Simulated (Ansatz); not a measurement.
One change: `CCO[SiH3]` becomes `CC[Se][SiH3]`.

Ansatz, PBE0-D4/def2-TZVP geometries, multiplicity 1. Each molecule was computed in one conformer, which needn't be the lowest.

Scalar relativity is left out up to krypton.

```json
{"property": "size of the dipole moment (B3LYP/def2-TZVPP) / D", "`CCO[SiH3]`": "1.12"}
{"property": "HOMO–LUMO gap (B3LYP/def2-TZVPP) / eV", "`CCO[SiH3]`": "8.02"}
{"property": "HOMO–LUMO gap (PBE/def2-TZVPP) / eV", "`CCO[SiH3]`": "6.08"}
{"property": "LUMO energy (PBE/def2-TZVPP) / eV", "`CCO[SiH3]`": "-0.51"}
{"property": "LUMO energy (PBE0/def2-TZVPP) / eV", "`CCO[SiH3]`": "0.36"}
{"property": "HOMO energy (PBE/def2-TZVPP) / eV", "`CCO[SiH3]`": "-6.59"}
```

**Question.** Give the same properties after the change, and the shifts. (Best estimate.)

**Answer.** The calculation gave: 
```csv
property,`CC[Se][SiH3]`,shift
size of the dipole moment (B3LYP/def2-TZVPP) / D,1.51,0.39
HOMO–LUMO gap (B3LYP/def2-TZVPP) / eV,6.02,-2.00
HOMO–LUMO gap (PBE/def2-TZVPP) / eV,4.48,-1.60
LUMO energy (PBE/def2-TZVPP) / eV,-0.95,-0.44
LUMO energy (PBE0/def2-TZVPP) / eV,-0.09,-0.45
HOMO energy (PBE/def2-TZVPP) / eV,-5.43,1.16
```

With PBE0 the HOMO rises by 1.54 eV and the LUMO falls by 0.45 eV, so the gap narrows by about 1.99 eV. PBE moves the HOMO by 1.16 eV and ωB97M-V by 1.75 eV. Dipoles are sizes alone; their direction can turn.

B3LYP here is the variant with VWN-RPA as its local correlation; programs differ in this.

Spin–orbit coupling is left out; it splits and shifts lone-pair levels of the heavy atoms by tenths of an eV.
